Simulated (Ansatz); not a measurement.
Geometry optimisation of `[CH3][Ga]([CH3])[Te][Si](C)(C)C`.

```yaml
crystal:
  periodic: [false, false, false]
  atoms:
    - {symbol: C, position_ang: [2.202440, 1.006750, -0.503320]}
    - {symbol: Ga, position_ang: [1.810950, -0.440710, 0.894270]}
    - {symbol: C, position_ang: [3.453950, -1.160930, 1.876060]}
    - {symbol: Te, position_ang: [-0.379740, -1.475040, 1.647890]}
    - {symbol: Si, position_ang: [-1.604370, -0.164070, -0.143770]}
    - {symbol: C, position_ang: [-1.409130, 1.709220, 0.173710]}
    - {symbol: C, position_ang: [-0.940300, -0.649000, -1.868770]}
    - {symbol: C, position_ang: [-3.444250, -0.628210, -0.032530]}
    - {symbol: H, position_ang: [2.531790, 1.917140, 0.012170]}
    - {symbol: H, position_ang: [1.381950, 1.277740, -1.171700]}
    - {symbol: H, position_ang: [3.046200, 0.672700, -1.117770]}
    - {symbol: H, position_ang: [3.169080, -1.791970, 2.726330]}
    - {symbol: H, position_ang: [4.079130, -1.768100, 1.209980]}
    - {symbol: H, position_ang: [4.088010, -0.350660, 2.254420]}
    - {symbol: H, position_ang: [-1.704320, 2.295430, -0.691680]}
    - {symbol: H, position_ang: [-2.026940, 2.020310, 1.011400]}
    - {symbol: H, position_ang: [-0.378430, 1.961890, 0.415600]}
    - {symbol: H, position_ang: [-1.321610, -1.621880, -2.164990]}
    - {symbol: H, position_ang: [-1.235800, 0.068250, -2.628790]}
    - {symbol: H, position_ang: [0.147040, -0.710270, -1.869100]}
    - {symbol: H, position_ang: [-4.019950, -0.106050, -0.789750]}
    - {symbol: H, position_ang: [-3.590320, -1.693400, -0.176980]}
    - {symbol: H, position_ang: [-3.855360, -0.369140, 0.937340]}
basis:
  gaussian: {orbitals: def2-TZVP}
hamiltonian: {xc: pbe0, dispersion: d4}
relax: {f_tol: 0.005, max_steps: 150}
```

```sh
$ ansatz run in.yaml --threads 4 --pin off --events-out ev --progress --plain --backend cuda
```

It prints (some lines left out):

```
Functional definition: PBE0
mean field -72967.62047310 eV, -2681.5105931569 hartree, gradient 6.3e-5 eV, S^2 0.000000; 0 other end points of the search recorded, 0 dependent functions left out
relax step   1: F+E_penalty+E_count = -72968.24516271 eV  Δ(F+E_penalty+E_count) = +0.000e0 eV  max|allowed force component| = 1.136e0 eV/Å  Δτ_max = 0.0000 Å  (31 SCF iters, accepted)
mean field -72967.74989511 eV, -2681.5153493282 hartree, gradient 1.7e-5 eV, S^2 0.000000; 0 other end points of the search recorded, 0 dependent functions left out
relax step   2: F+E_penalty+E_count = -72968.37546783 eV  Δ(F+E_penalty+E_count) = -1.303e-1 eV  max|allowed force component| = 4.551e-1 eV/Å  Δτ_max = 0.1934 Å  (31 SCF iters, accepted)
mean field -72967.80119968 eV, -2681.5172347360 hartree, gradient 1.3e-5 eV, S^2 0.000000; 0 other end points of the search recorded, 0 dependent functions left out
relax step   3: F+E_penalty+E_count = -72968.42970754 eV  Δ(F+E_penalty+E_count) = -5.424e-2 eV  max|allowed force component| = 1.791e-1 eV/Å  Δτ_max = 0.1265 Å  (31 SCF iters, accepted)
mean field -72967.81204902 eV, -2681.5176334421 hartree, gradient 8.8e-6 eV, S^2 0.000000; 0 other end points of the search recorded, 0 dependent functions left out
relax step   4: F+E_penalty+E_count = -72968.43888677 eV  Δ(F+E_penalty+E_count) = -9.179e-3 eV  max|allowed force component| = 1.308e-1 eV/Å  Δτ_max = 0.0607 Å  (31 SCF iters, accepted)
mean field -72967.82086637 eV, -2681.5179574737 hartree, gradient 7.4e-6 eV, S^2 0.000000; 0 other end points of the search recorded, 0 dependent functions left out
relax step   5: F+E_penalty+E_count = -72968.44538903 eV  Δ(F+E_penalty+E_count) = -6.502e-3 eV  max|allowed force component| = 1.203e-1 eV/Å  Δτ_max = 0.0906 Å  (31 SCF iters, accepted)
mean field -72967.82540396 eV, -2681.5181242270 hartree, gradient 9.6e-6 eV, S^2 0.000000; 0 other end points of the search recorded, 0 dependent functions left out
relax step   6: F+E_penalty+E_count = -72968.44802349 eV  Δ(F+E_penalty+E_count) = -2.634e-3 eV  max|allowed force component| = 1.022e-1 eV/Å  Δτ_max = 0.0649 Å  (31 SCF iters, accepted)
mean field -72967.82805672 eV, -2681.5182217141 hartree, gradient 9.7e-6 eV, S^2 0.000000; 0 other end points of the search recorded, 0 dependent functions left out
relax step   7: F+E_penalty+E_count = -72968.44939385 eV  Δ(F+E_penalty+E_count) = -1.370e-3 eV  max|allowed force component| = 4.366e-2 eV/Å  Δτ_max = 0.0467 Å  (32 SCF iters, accepted)
mean field -72967.82960082 eV, -2681.5182784589 hartree, gradient 9.8e-6 eV, S^2 0.000000; 0 other end points of the search recorded, 0 dependent functions left out
relax step   8: F+E_penalty+E_count = -72968.44979399 eV  Δ(F+E_penalty+E_count) = -4.001e-4 eV  max|allowed force component| = 7.691e-3 eV/Å  Δτ_max = 0.0270 Å  (32 SCF iters, accepted)
mean field -72967.82999874 eV, -2681.5182930823 hartree, gradient 9.8e-6 eV, S^2 0.000000; 0 other end points of the search recorded, 0 dependent functions left out
relax step   9: F+E_penalty+E_count = -72968.44998507 eV  Δ(F+E_penalty+E_count) = -1.911e-4 eV  max|allowed force component| = 1.479e-2 eV/Å  Δτ_max = 0.0215 Å  (32 SCF iters, accepted)
mean field -72967.82993207 eV, -2681.5182906321 hartree, gradient 9.9e-6 eV, S^2 0.000000; 0 other end points of the search recorded, 0 dependent functions left out
relax step  10: F+E_penalty+E_count = -72968.45007313 eV  Δ(F+E_penalty+E_count) = -8.805e-5 eV  max|allowed force component| = 2.627e-2 eV/Å  Δτ_max = 0.0349 Å  (31 SCF iters, accepted)
mean field -72967.83057354 eV, -2681.5183142057 hartree, gradient 1.0e-5 eV, S^2 0.000000; 0 other end points of the search recorded, 0 dependent functions left out
relax step  11: F+E_penalty+E_count = -72968.45029079 eV  Δ(F+E_penalty+E_count) = -2.177e-4 eV  max|allowed force component| = 6.264e-2 eV/Å  Δτ_max = 0.0452 Å  (31 SCF iters, accepted)
mean field -72967.83033765 eV, -2681.5183055368 hartree, gradient 9.8e-6 eV, S^2 0.000000; 0 other end points of the search recorded, 0 dependent functions left out
relax step  12: F+E_penalty+E_count = -72968.45055371 eV  Δ(F+E_penalty+E_count) = -2.629e-4 eV  max|allowed force component| = 4.178e-2 eV/Å  Δτ_max = 0.0169 Å  (33 SCF iters, accepted)
mean field -72967.83060896 eV, -2681.5183155072 hartree, gradient 9.8e-6 eV, S^2 0.000000; 0 other end points of the search recorded, 0 dependent functions left out
relax step  13: F+E_penalty+E_count = -72968.45090877 eV  Δ(F+E_penalty+E_count) = -3.551e-4 eV  max|allowed force component| = 8.364e-3 eV/Å  Δτ_max = 0.0194 Å  (32 SCF iters, accepted)
mean field -72967.83053807 eV, -2681.5183129022 hartree, gradient 9.7e-6 eV, S^2 0.000000; 0 other end points of the search recorded, 0 dependent functions left out
relax step  14: F+E_penalty+E_count = -72968.45107119 eV  Δ(F+E_penalty+E_count) = -1.624e-4 eV  max|allowed force component| = 1.211e-2 eV/Å  Δτ_max = 0.0304 Å  (32 SCF iters, accepted)
mean field -72967.82962850 eV, -2681.5182794760 hartree, gradient 9.8e-6 eV, S^2 0.000000; 0 other end points of the search recorded, 0 dependent functions left out
relax step  15: F+E_penalty+E_count = -72968.45078672 eV  Δ(F+E_penalty+E_count) = +2.845e-4 eV  max|allowed force component| = 1.062e-1 eV/Å  Δτ_max = 0.0857 Å  (31 SCF iters, rejected (line search))
mean field -72967.80824045 eV, -2681.5174934796 hartree, gradient 8.2e-6 eV, S^2 0.000000; 0 other end points of the search recorded, 0 dependent functions left out
relax step  16: F+E_penalty+E_count = -72968.42856491 eV  Δ(F+E_penalty+E_count) = +2.251e-2 eV  max|allowed force component| = 4.162e-1 eV/Å  Δτ_max = 0.0311 Å  (33 SCF iters, rejected (line search))
mean field -72967.83062924 eV, -2681.5183162524 hartree, gradient 9.7e-6 eV, S^2 0.000000; 0 other end points of the search recorded, 0 dependent functions left out
relax step  17: F+E_penalty+E_count = -72968.45117780 eV  Δ(F+E_penalty+E_count) = -1.066e-4 eV  max|allowed force component| = 2.366e-3 eV/Å  Δτ_max = 0.0156 Å  (33 SCF iters, accepted)
mean field -72967.83043664 eV, -2681.5183091748 hartree, gradient 9.9e-6 eV, S^2 0.000000; 0 other end points of the search recorded, 0 dependent functions left out
relax step  18: F+E_penalty+E_count = -72968.45130279 eV  Δ(F+E_penalty+E_count) = -1.250e-4 eV  max|allowed force component| = 6.657e-2 eV/Å  Δτ_max = 0.0822 Å  (31 SCF iters, accepted)
mean field -72967.83078419 eV, -2681.5183219470 hartree, gradient 9.7e-6 eV, S^2 0.000000; 0 other end points of the search recorded, 0 dependent functions left out
relax step  19: F+E_penalty+E_count = -72968.45146718 eV  Δ(F+E_penalty+E_count) = -1.644e-4 eV  max|allowed force component| = 2.209e-2 eV/Å  Δτ_max = 0.0085 Å  (33 SCF iters, accepted)
mean field -72967.83079835 eV, -2681.5183224673 hartree, gradient 9.7e-6 eV, S^2 0.000000; 0 other end points of the search recorded, 0 dependent functions left out
relax step  20: F+E_penalty+E_count = -72968.45155911 eV  Δ(F+E_penalty+E_count) = -9.194e-5 eV  max|allowed force component| = 4.156e-3 eV/Å  Δτ_max = 0.0118 Å  (33 SCF iters, accepted)
mean field -72967.83085852 eV, -2681.5183246784 hartree, gradient 9.7e-6 eV, S^2 0.000000; 0 other end points of the search recorded, 0 dependent functions left out
relax step  21: F+E_penalty+E_count = -72968.45165521 eV  Δ(F+E_penalty+E_count) = -9.610e-5 eV  max|allowed force component| = 1.353e-2 eV/Å  Δτ_max = 0.0409 Å  (32 SCF iters, accepted)
mean field -72967.83092575 eV, -2681.5183271491 hartree, gradient 9.7e-6 eV, S^2 0.000000; 0 other end points of the search recorded, 0 dependent functions left out
relax step  22: F+E_penalty+E_count = -72968.45168111 eV  Δ(F+E_penalty+E_count) = -2.590e-5 eV  max|allowed force component| = 2.216e-2 eV/Å  Δτ_max = 0.0313 Å  (32 SCF iters, accepted)
mean field -72967.83099854 eV, -2681.5183298240 hartree, gradient 9.7e-6 eV, S^2 0.000000; 0 other end points of the search recorded, 0 dependent functions left out
relax step  23: F+E_penalty+E_count = -72968.45170460 eV  Δ(F+E_penalty+E_count) = -2.349e-5 eV  max|allowed force component| = 9.808e-3 eV/Å  Δτ_max = 0.0032 Å  (33 SCF iters, accepted)
mean field -72967.83103398 eV, -2681.5183311265 hartree, gradient 9.7e-6 eV, S^2 0.000000; 0 other end points of the search recorded, 0 dependent functions left out
relax step  24: F+E_penalty+E_count = -72968.45171598 eV  Δ(F+E_penalty+E_count) = -1.138e-5 eV  max|allowed force component| = 1.589e-3 eV/Å  Δτ_max = 0.0034 Å  (33 SCF iters, accepted)
mean field -72967.83104972 eV, -2681.5183317050 hartree, gradient 9.7e-6 eV, S^2 0.000000; 0 other end points of the search recorded, 0 dependent functions left out
relax step  25: F+E_penalty+E_count = -72968.45171968 eV  Δ(F+E_penalty+E_count) = -3.706e-6 eV  max|allowed force component| = 1.053e-3 eV/Å  Δτ_max = 0.0079 Å  (33 SCF iters, accepted)
mean field -72967.83104972 eV, -2681.5183317050 hartree, gradient 9.7e-6 eV, S^2 0.000000; 1 other end points of the search recorded, 0 dependent functions left out
Total energy: -72968.45176608 eV, -2681.5411426105 hartree
Atom 0 at     2.309507     0.964190    -0.395863 Å, force     0.000126    -0.000776     0.000375 eV/Å
Atom 1 at     2.013353    -0.465695     0.930147 Å, force     0.000345     0.000861    -0.000461 eV/Å
Atom 2 at     3.486519    -1.215877     2.002399 Å, force     0.000378    -0.000206     0.000091 eV/Å
Atom 3 at    -0.266406    -1.450105     1.404812 Å, force    -0.000878    -0.000626     0.000701 eV/Å
Atom 4 at    -1.618062    -0.126285    -0.252019 Å, force     0.001053     0.000447    -0.000350 eV/Å
Atom 5 at    -1.409041     1.709266     0.046402 Å, force    -0.000584     0.000587    -0.000581 eV/Å
Atom 6 at    -1.121175    -0.575450    -2.000297 Å, force    -0.000725    -0.000233    -0.000406 eV/Å
Atom 7 at    -3.398071    -0.623149     0.047221 Å, force     0.000178    -0.000476    -0.000070 eV/Å
Atom 8 at     2.249932     1.934300     0.106518 Å, force    -0.000243     0.000700     0.000651 eV/Å
Atom 9 at     1.578402     0.958321    -1.203595 Å, force    -0.000457    -0.000116    -0.000246 eV/Å
Atom 10 at     3.310861     0.874978    -0.823121 Å, force     0.000541     0.000029    -0.000445 eV/Å
Atom 11 at     3.124246    -1.861443     2.802247 Å, force    -0.000105    -0.000116    -0.000118 eV/Å
Atom 12 at     4.145495    -1.802819     1.356001 Å, force     0.000163     0.000043     0.000043 eV/Å
Atom 13 at     4.086598    -0.412723     2.437830 Å, force    -0.000209    -0.000117    -0.000121 eV/Å
Atom 14 at    -2.044134     2.276547    -0.641791 Å, force     0.000143    -0.000206     0.000209 eV/Å
Atom 15 at    -1.694896     1.967814     1.068165 Å, force    -0.000019    -0.000042     0.000074 eV/Å
Atom 16 at    -0.376044     2.025998    -0.107333 Å, force    -0.000002    -0.000166     0.000085 eV/Å
Atom 17 at    -1.265278    -1.643548    -2.176712 Å, force     0.000247     0.000187     0.000047 eV/Å
Atom 18 at    -1.732332    -0.022785    -2.721195 Å, force     0.000043    -0.000070    -0.000132 eV/Å
Atom 19 at    -0.072806    -0.342460    -2.195878 Å, force    -0.000133    -0.000030     0.000503 eV/Å
Atom 20 at    -4.058580    -0.093225    -0.646262 Å, force     0.000193     0.000117    -0.000036 eV/Å
Atom 21 at    -3.538895    -1.695819    -0.103228 Å, force    -0.000240    -0.000026     0.000103 eV/Å
Atom 22 at    -3.709171    -0.380031     1.065573 Å, force     0.000186     0.000233     0.000084 eV/Å
Dipole moment:     0.042017     0.279292    -0.270402 e Å
```

It took 2.2 min on 4 threads of an AMD EPYC 7R13 on a shared host and a share of an NVIDIA H100 80 GB, with 1.2 GiB of host memory at the peak.
